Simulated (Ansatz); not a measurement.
Calculated with Ansatz (gas phase, PBE0-D4/def2-TZVP geometries, no zero-point term in ΔE). CCSD(T)/CBS is the MP2 limit (def2-TZVPP, def2-QZVPP) plus CCSD(T) − MP2 in def2-TZVPP, frozen cores. This one scheme is used for every species. DFT in def2-TZVPP. B3LYP here is the variant with VWN-RPA as its local correlation; programs differ in this. For Ge outer-core shells are correlated without core-valence functions, which leaves a few kJ/mol of doubt a bond. Scalar relativity is left out up to krypton. One conformer a species, not always the lowest.

Reaction (formal hydrolysis of a Ge–Si bond): `[CH3][GeH]([F])[SiH2]F` + H₂O → `[CH3][GeH]([OH])[F]` + `F[SiH3]`

`[CH3][GeH]([F])[SiH2]F`:

Cartesian coordinates in Å:
```
C -0.728 0.468 1.599
Ge 0.509 0.649 0.113
F 2.100 0.301 0.767
Si 0.176 -0.916 -1.670
F -0.263 -2.327 -1.041
H -1.738 0.736 1.284
H -0.732 -0.562 1.957
H -0.422 1.129 2.411
H 0.599 2.104 -0.394
H 1.417 -1.120 -2.458
H -0.919 -0.461 -2.567
```

H₂O:

Cartesian coordinates in Å:
```
O -0.221 0.027 -0.320
H 0.201 -0.759 0.036
H 0.020 0.733 0.284
```

`[CH3][GeH]([OH])[F]`:

Z-matrix (Å, degrees):
```
C
Ge 1 1.923
H 1 1.090 2 108.9
H 1 1.091 2 110.1 3 -119.5
H 1 1.090 2 110.2 3 119.9
O 2 1.766 1 107.0 3 53.9
F 2 1.745 1 108.4 3 -60.9
H 2 1.538 1 118.4 3 -179.5
H 6 0.960 2 113.6 1 -179.3
```

`F[SiH3]`:

Z-matrix (Å, degrees):
```
Si
F 1 1.600
H 1 1.482 2 108.3
H 1 1.482 2 108.3 3 -120.0
H 1 1.482 2 108.3 3 120.0
```

| level | ΔE (kJ/mol) | difference from CCSD(T)/CBS |
| --- | --- | --- |
| PBE-D4 | -31.2 | 15.9 |
| r2SCAN-D4 | -46.7 | 0.4 |
| PBE0-D4 | -35.7 | 11.4 |
| B3LYP-D4 | -44.7 | 2.4 |
| ωB97X-V | -51.1 | -4.0 |
| ωB97M-V | -50.2 | -3.1 |
| B2PLYP | -55.2 | -8.1 |
| PBE | -34.6 | 12.5 |
| r2SCAN | -47.8 | -0.7 |
| PBE0 | -39.0 | 8.1 |
| B3LYP | -50.1 | -3.0 |
| HF/def2-TZVPP | -71.8 | -24.7 |
| MP2/def2-TZVPP | -58.4 | -11.3 |
| SCS-MP2/def2-TZVPP | -62.7 | -15.6 |
| CCSD/def2-TZVPP | -55.0 | -7.9 |
| CCSD(T)/def2-TZVPP | -53.6 | -6.5 |
| HF/def2-QZVPP | -72.2 | -25.1 |
| MP2/def2-QZVPP | -54.8 | -7.7 |
| SCS-MP2/def2-QZVPP | -59.6 | -12.5 |
| HF/CBS(def2) | -72.2 | -25.1 |
| MP2/CBS(def2) | -52.0 | -4.9 |
| CCSD/CBS(def2) | -48.5 | -1.4 |
| CCSD(T)/CBS | -47.1 | 0 |

Largest T1 diagnostic among the species: 0.012.

From PBE to PBE0 (25 % exact exchange), in def2-TZVPP and without D4, ΔE moves by −4.4 kJ/mol. In def2-TZVPP, CCSD(T) changes the Hartree–Fock value by +18.2 kJ/mol (the triples alone add +1.4 kJ/mol) and MP2 by +13.3 kJ/mol.
